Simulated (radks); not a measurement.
Results of a calculation; reference values are marked as such.
Effect of the nuclear size on the lanthanum ion La+, [Xe] 5d2. Level of theory: Dirac Kohn-Sham, relativistic LDA (MacDonald-Vosko exchange, VWN5 correlation), spin-unpolarised, spherical densities, finite nucleus; open shells fill j = l - 1/2 first; Fermi nuclear charge, rms radius 4.855 fm (a radial shooting solver on a logarithmic mesh with Libxc functionals). The rms radius is varied about that value; shifts are against it.

rms radius (fm)  total energy shift (eV)  density at nucleus (e/bohr^3)  1s1/2 shift (meV)  2s1/2 shift (meV)  4p1/2 shift (meV)  5s1/2 shift (meV)  5p1/2 shift (meV)  6s1/2 (empty) shift (meV)
4.0928                             -2.69                      3.595e+05              -1110               -135              0.369              -1.08              0.063                     -0.149
4.4326                             -1.53                      3.538e+05               -635              -77.0              0.211             -0.617              0.036                     -0.085
4.855                                  0                      3.474e+05              0.000              0.000              0.000              0.000              0.000                      0.000
5.2385                              1.49                      3.421e+05                616               74.8             -0.205              0.598             -0.035                      0.083
5.4813                              2.48                       3.39e+05               1030                124             -0.341              0.996             -0.058                      0.138

Slopes of the eigenvalues against <r^2> in GHz/fm^2, as finite differences over the two radii next to the reference (eigenvalue slopes, not the field-shift constants of lines): 1s1/2 38800, 2s1/2 4710, 4p1/2 -12.9, 5s1/2 37.7, 5p1/2 -2.21, 6s1/2 (empty) 5.20.
